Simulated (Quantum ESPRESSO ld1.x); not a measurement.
Bi IV, configuration [Hg].

Method: scalar-relativistic Kohn-Sham, exchange-only B88, spin-unpolarised, spherical densities, point nucleus; computed with ld1.x of Quantum ESPRESSO 7.5.

Energy parts (Ry):
part                   energy
total              -43051.456
kinetic             48864.395
electron-nucleus  -107489.004
Hartree             16353.922
exchange             -780.769

Orbitals (lengths in bohr, moments of r in powers of bohr; r(max) is where P^2 peaks):
| orbital | occ. | eigenvalue (Ry) | r(max) | <r> |
|---|---|---|---|---|
| 1s | 2 | -6668.11 | 0.009652 | 0.01578 |
| 2s | 2 | -1199.68 | 0.05617 | 0.06646 |
| 2p | 6 | -1026.28 | 0.04690 | 0.06054 |
| 3s | 2 | -291.063 | 0.1584 | 0.1716 |
| 3p | 6 | -241.541 | 0.1588 | 0.1737 |
| 3d | 10 | -191.871 | 0.1294 | 0.1575 |
| 4s | 2 | -68.2997 | 0.3557 | 0.3770 |
| 4p | 6 | -52.0789 | 0.3759 | 0.4026 |
| 4d | 10 | -33.5619 | 0.3815 | 0.4225 |
| 5s | 2 | -13.5541 | 0.7701 | 0.8304 |
| 4f | 14 | -13.1714 | 0.3419 | 0.4410 |
| 5p | 6 | -8.99627 | 0.8598 | 0.9474 |
| 5d | 10 | -3.92681 | 1.032 | 1.221 |
| 6s | 2 | -2.86881 | 1.817 | 2.024 |

The highest occupied level is 6s at -39.032 eV. Summed over all electrons, <r^2> = 41.29 bohr^2, which gives a Langevin (diamagnetic) susceptibility term of -32.7 x 10^-6 cm^3/mol.

Run on one thread of a shared host, so times are rough (Intel(R) Xeon(R) Processor @ 2.60GHz): 0.61 s of CPU time, 0.65 s wall, 24 iterations on 2129 mesh points.
